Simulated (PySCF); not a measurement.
The multiplicity is imposed and other spin states were not computed.

**[Cd(OH)(F)] (charge 0, multiplicity 1)**

Method: TPSSh-D3(BJ)/def2-TZVP // TPSS-D3(BJ)/def2-SVP (PySCF).

* **HOMO**: -7.54 eV
* **dipole moment**: 2.05 D
* **LUMO**: -2.33 eV
* **HOMO–LUMO gap**: 5.21 eV
* **charge on the central atom (Mulliken)**: 0.95 e
* **total energy**: -9345.94 eV
* **cost**: about 50 core-seconds (a rough figure)

```xyz
4

Cd    -0.0517    -0.0096    -0.1100
O      0.9438    -0.3462    -1.7768
H      0.3438    -0.7730    -2.4184
F     -0.9216     0.3769     1.5731
```
Charge 0, spin multiplicity 1.
